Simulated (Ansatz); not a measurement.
Relaxation of ClH₅W (7 atoms, charge 0, multiplicity 1), to a largest force component of 0.03 eV/Å in at most 50 steps.

All numbers below come from Ansatz 0.2.0, RHF/def2-SVP.

```xyz
7
Properties=species:S:1:pos:R:3:forces:R:3
W 0.007 0.451 0.007 0.69 -0.61 0.69
H 0.220 -0.259 1.534 -0.03 0.31 -0.65
H 1.534 -0.259 0.220 -0.65 0.31 -0.03
Cl 0.049 2.810 0.049 0.01 0.00 0.01
H -1.391 -0.432 0.339 0.03 -0.02 -0.02
H 0.141 -1.210 0.141 -0.03 0.03 -0.03
H 0.339 -0.432 -1.391 -0.02 -0.02 0.03
```

Problem. Where does it end, and by what steps?

Solution. The forces met the threshold. After 9 steps the energy has fallen by 0.090 eV; Cl4 moved furthest, 0.29 Å.

```tsv
step	energy less start (eV)	largest force component (eV/Å)	accepted
0	0.0000	0.693	yes
1	-0.0079	0.761	yes
2	-0.0362	0.116	yes
3	-0.0382	0.055	yes
4	-0.0490	0.264	yes
5	-0.0118	1.153	no
6	-0.0640	0.211	yes
7	-0.0811	0.325	yes
8	-0.0859	0.190	yes
9	-0.0895	0.017	yes
```

```xyz
7
Properties=species:S:1:pos:R:3
W -0.142 0.361 -0.142
H 0.228 -0.079 1.393
H 1.393 -0.079 0.228
Cl 0.214 2.643 0.214
H -1.470 -0.466 0.511
H 0.167 -1.243 0.167
H 0.511 -0.466 -1.470
```

The run took 9 s on 1 thread of Intel(R) Xeon(R) 6975P-C (Granite Rapids), with other jobs on the host, peak memory 0.15 GiB.
